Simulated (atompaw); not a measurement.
**Cutoff test, manganese (Mn), PAW (atompaw)**

```json
{
 "Element": "manganese (Mn)",
 "Generator": "atompaw 4.2.0.5",
 "Type": "PAW",
 "Functional": "PBE",
 "Relativity": "scalar-relativistic",
 "Frozen core": "[Ne] 3s2",
 "Valence charge": "13",
 "Reference configuration": "3p6 3d5 4s2 4p0",
 "Partial waves": "4s (bound): rc 2.85 bohr; 4s channel at 0.05 Ry: rc 2.85 bohr; 3p (bound): rc 1.55 bohr; 4p (bound, empty): rc 1.85 bohr; 3d (bound): rc 1.30 bohr; 3d channel at 0.3 Ry: rc 1.30 bohr",
 "Local potential": "bessel scheme, radius 2.35 bohr",
 "Core correction": "smooth core density matched at 2.60 bohr",
 "Augmentation charge": "besselshape compensation charge, radius 2.50 bohr; PAW radius 2.85 bohr; waves and projectors: custom rrkj gramschmidtortho"
}
```

The pseudo-atom Hamiltonian at the reference potential is diagonalised in spherical Bessel functions j_l(qr) that vanish at 20 bohr, with q² up to the cutoff. All-electron valence levels (Ry): 4s -0.3754, 3p -4.0125, 4p -0.1007, 3d -0.4977.

**Question.** How do the lowest levels (Ry) of each channel move with the cutoff, and are there ghosts?

**Answer.**

```tsv
cutoff (Ry)	s #1	s #2	p #1	p #2	p #3	d #1	d #2	f #1	f #2	Σ f·Δε (mRy)
8	-0.3754	0.0030	-3.6034	-0.0418	0.0635	0.0532	0.1276	0.1097	0.2319	5209.4
18	-0.3754	0.0029	-3.9677	-0.0557	0.0583	0.0439	0.0999	0.1097	0.2319	2976.9
35	-0.3754	0.0029	-4.0116	-0.0970	0.0472	-0.3451	0.0587	0.1097	0.2319	768.5
55	-0.3754	0.0029	-4.0123	-0.1003	0.0465	-0.4940	0.0578	0.1097	0.2319	19.9
90	-0.3754	0.0029	-4.0125	-0.1007	0.0464	-0.4973	0.0578	0.1097	0.2319	2.2
140	-0.3754	0.0029	-4.0125	-0.1007	0.0464	-0.4976	0.0578	0.1097	0.2319	0.3
400	-0.3754	0.0029	-4.0125	-0.1007	0.0464	-0.4977	0.0578	0.1097	0.2319	0.0
```

Result: no extra level below or beside the all-electron valence levels (s, p, d, f tested); 10 mRy is reached at 60 Ry and 1 mRy at 110 Ry.
